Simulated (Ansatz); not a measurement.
Calculated with Ansatz (gas phase, PBE0-D4/def2-TZVP geometries, no zero-point term in ΔE). CCSD(T)/CBS is the MP2 limit (def2-TZVPP, def2-QZVPP) plus CCSD(T) − MP2 in def2-TZVPP, frozen cores. This one scheme is used for every species. Functionals use def2-TZVPP. For Ge outer-core shells are correlated without core-valence functions, which leaves a few kJ/mol of doubt a bond. Scalar relativity is left out up to krypton. One conformer a species, not always the lowest.

Reaction (ligand exchange at a Ge–C bond): `O[CH2][GeH3]` + `C=C(N)O` → `C=C(N)[O][GeH3]` + CH₃OH

```tsv
level	ΔE (kcal/mol)
r2SCAN-D4	-11.2
PBE0-D4	-10.1
ωB97X-V	-11.7
ωB97M-V	-11.2
PBE0	-9.5
MP2/def2-TZVPP	-12.7
HF/def2-QZVPP	-14.3
HF/CBS(def2)	-14.3
```

**Question.** What does CCSD(T)/CBS give? (Best estimate.)

**Answer.** Ansatz gave: -11.6 kcal/mol. The listed levels differ from it by 0.4, 1.5, -0.1, 0.4, 2.1, -1.1, -2.7, -2.7 kcal/mol.

Largest T1 diagnostic among the species: 0.012.

The D4 term adds −1.1 kcal/mol with B3LYP and −0.7 kcal/mol with PBE0; it sums over pairs of atoms, weighted by their polarisabilities, and B3LYP, whose exchange is more repulsive, gets the larger term. In def2-TZVPP, CCSD(T) changes the Hartree–Fock value by +1.6 kcal/mol (the triples alone add −0.2 kcal/mol) and MP2 by +1.4 kcal/mol.

B3LYP here is the variant with VWN-RPA as its local correlation; programs differ in this.
